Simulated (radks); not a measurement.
Values are calculated unless marked as measured or tabulated.
The gold anion Au- inside a hard spherical wall (all orbitals vanish at R), configuration held at [Hg] and not refilled when levels cross. Level of theory: scalar-relativistic Kohn-Sham, PBE, spin-unpolarised, spherical densities, finite nucleus; Fermi nuclear charge, rms radius 5.4371 fm (a radial shooting solver on a logarithmic mesh with Libxc functionals). Eigenvalues in eV, with the zero of energy where the potential of the charges vanishes at infinity; a dash marks a level that is unbound or too diffuse for the functional's potential to be trusted. A positive occupied level is held by the wall or, in an anion where self-interaction has pushed it up, behind a barrier. The pressure on the wall is -dE/dV.

R (bohr)	E (hartree)	kinetic (hartree)	e(4f)	e(5p)	e(5d)	e(6s)	e(7s, empty)	e(6p, empty)	pressure (GPa)
20	-19007.7108	21255.074	-74.275	-52.829	0.078	0.480	2.341	2.462	< 0.0001
15	-19007.7107	21255.075	-74.257	-52.810	0.097	0.497	3.195	3.163	0.000555
12	-19007.7102	21255.079	-74.198	-52.750	0.156	0.550	4.308	3.786	0.00612
8	-19007.7004	21255.139	-73.675	-52.220	0.669	1.036	8.932	5.493	0.311
7	-19007.6864	21255.215	-73.204	-51.747	1.114	1.484	11.985	6.487	1.03
5	-19007.5337	21255.938	-70.186	-48.821	3.797	4.485	27.693	11.666	18.6
4	-19007.1132	21257.738	-65.059	-44.090	8.134	10.039	51.037	19.961	116
3.5	-19006.5130	21260.161	-59.747	-39.405	12.592	16.405	74.562	28.955	335
2.5	-19001.3933	21279.611	-33.125	-17.579	36.139	57.191	197.44	82.488	4530
